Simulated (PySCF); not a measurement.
A structure optimised at r2SCAN-D4/def2-TZVP, used in a PySCF frequency run:

```xyz
7

Ge    -1.1919    -0.0026     0.0000
As     1.2319     0.0616     0.0000
H     -1.6926     0.7365     1.2473
H     -1.6926     0.7365    -1.2473
H     -1.7561    -1.4290     0.0000
H      1.3147    -0.9962     1.0909
H      1.3147    -0.9962    -1.0909
```

Q: Write its SMILES, formula and point group.

A: [GeH3][AsH2], AsGeH₅, Cs

Q: What are its rotational constants (standard atomic weights)?

A: 46.421, 2.1544, 2.1527 GHz
